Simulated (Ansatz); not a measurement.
The cluster SiGe2⁻, relaxed as a doublet with UKS PBE0-D4/def2-TZVPD in Ansatz, starting from the GFN1-xTB geometry. Force threshold 0.02 eV/Å.

The structure comes from a short search, and lower isomers may exist.

Start:

```tsv
atom	x (Å)	y (Å)	z (Å)
Si1	1.1578	-0.6968	0.1930
Ge2	-0.0015	1.1348	-0.7088
Ge3	-1.1563	-0.4379	0.5159
```

```tsv
step	energy (eV)	largest force component (eV/Å)	SCF passes
1	-120897.2055	0.927	77
2	-120897.2494	0.208	36
3	-120897.2554	0.242	38
4 (rejected)	-120897.1496	1.404	42
5	-120897.2764	0.568	41
6 (rejected)	-120897.2506	0.530	34
7	-120897.2912	0.459	34
8	-120897.3048	0.269	34
9	-120897.3199	0.257	34
10	-120897.4075	0.335	43
11 (rejected)	-120897.3517	0.757	34
12	-120897.4147	0.084	28
13	-120897.4153	0.025	29
14	-120897.4153	0.001	31
```

Force components are those of the run's own axes.

End:

```csv
atom,x (Å),y (Å),z (Å)
Si1,1.081,-0.655,0.183
Ge2,0.107,1.206,-0.776
Ge3,-1.189,-0.551,0.593
```

By distances, no bond broke or formed. The bond that changes most is Ge2–Ge3, from 2.30 to 2.58 Å (atoms count from 1).

No frequencies were taken in this run, so the end may be a saddle point.

It took 59 s on 4 threads of Arm Neoverse V1 on a shared host, peak host memory 0.64 GiB.
